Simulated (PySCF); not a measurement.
wavenumber (cm⁻¹), absorption (km/mol per cm⁻¹) and a bar:
```
        0      0.016 
        7      0.018 
       13      0.020 
       20      0.023 
       26      0.027 
       33      0.032 
       39      0.038 
       46      0.047 
       52      0.060 
       59      0.079 
       66      0.112 
       72      0.171 
       79      0.296 #
       85      0.633 #
       92      1.921 ####
       98      4.168 #########
      105      1.335 ###
      111      0.496 #
      118      0.253 #
      125      0.155 
      131      0.108 
      138      0.082 
      144      0.067 
      151      0.057 
      157      0.051 
      164      0.048 
      170      0.046 
      177      0.046 
      183      0.047 
      190      0.049 
      197      0.053 
      203      0.057 
      210      0.064 
      216      0.072 
      223      0.083 
      229      0.097 
      236      0.117 
      242      0.145 
      249      0.184 
      256      0.243 #
      262      0.337 #
      269      0.500 #
      275      0.817 ##
      282      1.557 ####
      288      3.862 #########
      295     13.224 ##############################
      301     10.751 ########################
      308      3.215 #######
      315      1.371 ###
      321      0.743 ##
      328      0.463 #
      334      0.315 #
      341      0.228 
      347      0.173 
      354      0.136 
      360      0.109 
      367      0.090 
      374      0.075 
      380      0.064 
      387      0.055
```

This is the computed harmonic infrared spectrum of singlet TlCl₄⁻, Lorentzian lines of 10 cm⁻¹ full width. Level of theory: PySCF, HF, basis Tl def2-SVPD with ECP60, Cl def2-SVPD (scalar-relativistic core potentials, no spin–orbit coupling, density fitting).

Q: Which bands make it up, and how are they assigned?

A: In Td symmetry, counting bands above 1 % of the strongest: 97 cm⁻¹ (t2, bend, 68 km/mol); 298 cm⁻¹ (t2, stretch, 269 km/mol).

Only a few start shapes were tried, so a lower isomer may exist. The lowest empty level of this anion is unbound, so it and the gap depend on the basis. With an element this heavy the missing spin–orbit coupling can shift these numbers.
